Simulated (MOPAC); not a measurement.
Input for MOPAC: PM7 on AlH3S (SMILES [AlH2][SH]), a point of a torsion scan.

```
PM7 1SCF PRECISE CHARGE=0 THREADS=1
AlH3S

Al    -0.63906703 1    -0.05253809 1     0.12040085 1
S      1.46622320 1    -0.58741565 1     0.33457169 1
H     -1.70536073 1    -1.13048314 1    -0.12963702 1
H     -1.09073904 1     1.41552178 1     0.16731938 1
H      1.37161342 1    -0.74380162 1     1.65346698 1
```

Output:

```
*******************************************************************************
 **                                                                           **
 **                              MOPAC v23.2.5                                **
 **                                                                           **
 *******************************************************************************
 ** MOPAC's Digital Object Identifier: https://doi.org/10.5281/zenodo.6511958 **
 **                                                                           **
 ** Please cite the open-source release paper for use of this MOPAC version:  **
 ** J. E. Moussa and J. J. P. Stewart (2026)                                  **
 ** MOPAC: An open-source semiempirical molecular orbital program             **
 ** J. Open Source Softw., 11(119), 8025, https://doi.org/10.21105/joss.08025 **
 *******************************************************************************

                              PM7 CALCULATION RESULTS

 *******************************************************************************
 *  PM7        - The PM7 Hamiltonian to be used
 *
 *
 *
 *                 CHARGE ON SYSTEM = 0
 *
 *
 *
 *  PRECISE    - TIGHTER CRITERIA TO BE USED
 *  1SCF       - DO 1 SCF AND THEN STOP
 *  THREADS=1  - MULTI-THREADING NOT USED
 *  T=         - A TIME OF 172800.0 SECONDS REQUESTED
 *  DUMP=N     - RESTART FILE WRITTEN EVERY 7200.0 SECONDS REQUESTED
 *******************************************************************************
PM7 1SCF PRECISE CHARGE=0 THREADS=1
 AlH3S

   ATOM   CHEMICAL          X               Y               Z
  NUMBER   SYMBOL      (ANGSTROMS)     (ANGSTROMS)     (ANGSTROMS)

     1      Al         -0.63906703  *  -0.05253809  *   0.12040085  *
     2       S          1.46622320  *  -0.58741565  *   0.33457169  *
     3       H         -1.70536073  *  -1.13048314  *  -0.12963702  *
     4       H         -1.09073904  *   1.41552178  *   0.16731938  *
     5       H          1.37161342  *  -0.74380162  *   1.65346698  *



          CARTESIAN COORDINATES

    NO.       ATOM           X           Y           Z

     1        Al         -0.6391     -0.0525      0.1204
     2         S          1.4662     -0.5874      0.3346
     3         H         -1.7054     -1.1305     -0.1296
     4         H         -1.0907      1.4155      0.1673
     5         H          1.3716     -0.7438      1.6535

 General Reference for PM7:
 "Optimization of Parameters for Semiempirical Methods VI: More Modifications to the
 NDDO Approximations and Re-optimization of Parameters", J. J. P. Stewart, J. Mol. Mod., 1:32, 19 (2013)
 https://link.springer.com/article/10.1007/s00894-012-1667-x

           Empirical Formula: H3 Al S  =     5 atoms



      MOLECULAR POINT GROUP   :   Cs


      RHF CALCULATION, NO. OF DOUBLY OCCUPIED LEVELS = 6


 -------------------------------------------------------------------------------
 PM7 1SCF PRECISE CHARGE=0 THREADS=1
 AlH3S



     1SCF WAS SPECIFIED, SO BFGS WAS NOT USED
     SCF FIELD WAS ACHIEVED


                              PM7 CALCULATION
                                                       MOPAC v23.2.5 Linux




          FINAL HEAT OF FORMATION =         36.92712 KCAL/MOL =     154.50309 KJ/MOL


          COSMO AREA              =         99.99 SQUARE ANGSTROMS
          COSMO VOLUME            =         87.31 CUBIC ANGSTROMS

          IONIZATION POTENTIAL    =         10.273943 EV
          HOMO LUMO ENERGIES (EV) =        -10.274 -1.688
          NO. OF FILLED LEVELS    =          6
          MOLECULAR WEIGHT        =         62.0652         POINT GROUP:  Cs

          MOLECULAR DIMENSIONS (Angstroms)

            Atom       Atom       Distance
            H     5    H     4     3.59646
            H     3    S     2     2.53359
            H     4    H     3     1.14234


          SCF CALCULATIONS        =          1





   ATOM   CHEMICAL          X               Y               Z
  NUMBER   SYMBOL      (ANGSTROMS)     (ANGSTROMS)     (ANGSTROMS)

     1      Al         -0.63906703  *  -0.05253809  *   0.12040085  *
     2       S          1.46622320  *  -0.58741565  *   0.33457169  *
     3       H         -1.70536073  *  -1.13048314  *  -0.12963702  *
     4       H         -1.09073904  *   1.41552178  *   0.16731938  *
     5       H          1.37161342  *  -0.74380162  *   1.65346698  *

                             CARTESIAN COORDINATES

   1   Al       -0.639067030    -0.052538090     0.120400850
   2    S        1.466223200    -0.587415650     0.334571690
   3    H       -1.705360730    -1.130483140    -0.129637020
   4    H       -1.090739040     1.415521780     0.167319380
   5    H        1.371613420    -0.743801620     1.653466980


           Empirical Formula: H3 Al S  =     5 atoms



      MOLECULAR POINT GROUP   :   Cs


                  EIGENVALUES
 -27.88502 -14.40629 -14.23366 -12.86469 -10.85935 -10.27394  -1.68830  -0.87539
  -0.42768  -0.39407  -0.38758  -0.38270   0.37225   2.53938   2.92098   3.81504
  15.30432  15.43412  15.77170  18.28017  19.09816


              NET ATOMIC CHARGES AND DIPOLE CONTRIBUTIONS

  ATOM NO.   TYPE          CHARGE      No. of ELECS.   s-Pop       p-Pop       d-Pop
    1         Al           0.589190        2.4108     0.30591     1.35297     0.75193
    2          S          -0.468400        6.4684     1.83720     4.51608     0.11511
    3          H          -0.174046        1.1740     1.17405
    4          H          -0.173994        1.1740     1.17399
    5          H           0.227249        0.7728     0.77275
 DIPOLE           X         Y         Z       TOTAL
 POINT-CHG.    -1.273     0.123     1.361     1.868
 HYBRID         1.435    -0.383     0.301     1.516
 SUM            0.162    -0.260     1.663     1.691


          ATOMIC ORBITAL ELECTRON POPULATIONS

     Atom    s        px        py        pz      x^2-y^2     xz        z^2       yz        xy
    1 Al   0.30591   0.55179   0.71029   0.09090   0.19086   0.06846   0.19497   0.01468   0.28296
    2  S   1.83720   1.63102   1.76765   1.11742   0.02193   0.00970   0.05772   0.00314   0.02263
    3  H   1.17405
    4  H   1.17399
    5  H   0.77275

 **********************
 *                    *
 * JOB ENDED NORMALLY *
 *                    *
 **********************




 == MOPAC DONE ==
```

The run finished.

Cost: around 0.03 core-seconds (rough).
